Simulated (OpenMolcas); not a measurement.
# Computed levels of Sb3+

```
Program             : OpenMolcas 26.06
Method              : MS-CASPT2, IPEA 0.25 Eh, imaginary shift 0.1 Eh (closed shells correlated: 4d)
Basis               : ANO-RCC-VQZP [8s7p5d3f2g]
Scalar Hamiltonian  : DKH2, point nucleus
Active space        : 2 electrons in 8 orbitals (5s 5p 6s 6p)
State averaging     : 2S+1 = 3 even, 3 roots; 2S+1 = 1 even, 7 roots; 2S+1 = 3 odd, 3 roots; 2S+1 = 1 odd, 3 roots
Spin-orbit coupling : state interaction with AMFI integrals over the reference wave functions, term energies averaged over their components
```

With spin-orbit coupling, above the lowest level:

```json
{"Configuration": "5s2", "Term": "1S", "J": "0", "E (cm-1)": "0.0", "Measured (cm-1)": "0.0", "g": "", "Term weight %": "100", "Second": ""}
{"Configuration": "5s 5p", "Term": "3P*", "J": "0", "E (cm-1)": "64900", "Measured (cm-1)": "", "g": "", "Term weight %": "100", "Second": ""}
{"Configuration": "5s 5p", "Term": "3P*", "J": "1", "E (cm-1)": "66820", "Measured (cm-1)": "66700", "g": "1.495", "Term weight %": "99", "Second": ""}
{"Configuration": "5s 5p", "Term": "3P*", "J": "2", "E (cm-1)": "71600", "Measured (cm-1)": "72560", "g": "1.501", "Term weight %": "100", "Second": ""}
{"Configuration": "5s 5p", "Term": "1P*", "J": "1", "E (cm-1)": "94140", "Measured (cm-1)": "95952", "g": "1.006", "Term weight %": "99", "Second": ""}
{"Configuration": "5p2", "Term": "3P", "J": "0", "E (cm-1)": "153350", "Measured (cm-1)": "152076", "g": "", "Term weight %": "98", "Second": "2 1S"}
{"Configuration": "5p2", "Term": "3P", "J": "1", "E (cm-1)": "156150", "Measured (cm-1)": "156388", "g": "1.501", "Term weight %": "100", "Second": ""}
{"Configuration": "5p2", "Term": "1D", "J": "2", "E (cm-1)": "156700", "Measured (cm-1)": "155956", "g": "1.200", "Term weight %": "60", "Second": "40 3P"}
{"Configuration": "5p2", "Term": "3P", "J": "2", "E (cm-1)": "162950", "Measured (cm-1)": "163524", "g": "1.301", "Term weight %": "60", "Second": "40 1D"}
```

Against the 7 measured excited levels shown (Moore, Atomic Energy Levels, vol. III, NSRDS-NBS 35 (1971 reprint of NBS Circular 467, 1958)) the mean absolute deviation is 820 cm-1; the largest miss in energy is 5s 5p 1P* 1: computed 94140, measured 95952 cm-1 (-1.9 %).

Spin-orbit coupling puts the lowest level 7.2 cm-1 below the lowest spin-free term.

CASPT2 breaks the degeneracy within a term, and the mean is taken; among the terms shown or strongly mixed into the levels shown the widest spread is 39 cm-1 (5p2 1D). Over all roots computed the reference weight is 0.87 to 0.94; the roots of lowest weight are the least certain, and an intruder state may touch them. Active for correlation alone: 6p 6s; no level in the range computed is led by a configuration that fills them, so any true level of that kind is missing. The ¹D term of p² mixes with s d, which this space lacks. Measured partners are found by configuration, term and J. A level has none where our copy of the source lacks it or the pairing is in doubt (some pairs that miss far off the trend of their configuration count as doubtful), and it then counts in no deviation. Only configurations of the active space appear. The first state left out of the spin-orbit step lies near 210000 cm-1 above the lowest spin-free state of the reference (among the parities and spins computed), and the list stops at four fifths of that energy or lower.

The term weight is that of the spin-free term in the level, not the purity of its configuration. * marks odd parity.
